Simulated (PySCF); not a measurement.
## Potential energy of RbS along the bond

Set-up: PySCF, scalar-relativistic core potentials, basis sets Rb def2-SVP with ECP28, S def2-SVP. Energies in eV from Rb + S in their ground configurations at the same level. All curves are PBE0. state 1: ²Π (doublet), unpaired electrons π ↑; state 2: ²Σ⁺ (doublet), unpaired electrons σ ↑, a second solution, started from another occupation; state 3: ⁴Σ⁻ (quartet), unpaired electrons σ ↑, π ↑↑, a second solution, started from another occupation.

```tsv
R (Å)	state 1	state 2	state 3
2.564	-1.949	-2.072	1.3418
2.684	-2.269	-2.226	0.8538
2.803	-2.441	-2.279	0.5207
2.893	-2.500	-2.272	0.3443
2.982	-2.515	-2.236	0.2140
3.071	-2.497	-2.180	0.1187
3.191	-2.436	-2.083	0.0315
3.340	-2.320	-1.938	-0.0340
3.519	-2.146	-1.747	-0.0734
3.757	-1.892	-1.483	-0.0904
```

**Question.** Put a parabola through the three lowest points of the state 1 curve and estimate Re, k and ωe (reduced mass 23.23 u; 1 eV/Å² = 0.16022 mdyn/Å; ωe = 1302.8·√(k/μ) cm⁻¹).

**Answer.** Through R = 2.893, 2.982, 3.071 Å the second-order coefficient is 2.08 eV/Å², so Re ≈ 2.978 Å, k ≈ 0.667 mdyn/Å and ωe ≈ 221 cm⁻¹. A polynomial fit of higher order to the unrounded PBE0 energies gives Re = 2.974 Å, k = 0.675 mdyn/Å, ωe = 222 cm⁻¹; anharmonicity and rounding make the difference.

The higher-order fit for each curve: state 1: Re = 2.974 Å, ωe = 222 cm⁻¹, De = 2.52 eV; state 2: Re = 2.828 Å, ωe = 227 cm⁻¹, minimum 2.28 eV below the ground-state fragments; state 3: Re = 3.835 Å, ωe = 51.1 cm⁻¹, minimum 0.091 eV below the ground-state fragments.

Spin–orbit coupling is left out. Counting both spins, an empty level lies below a filled one in some of these solutions, because spin and occupation are held. The state was picked by a PBE0 search and need not be the measured ground state.
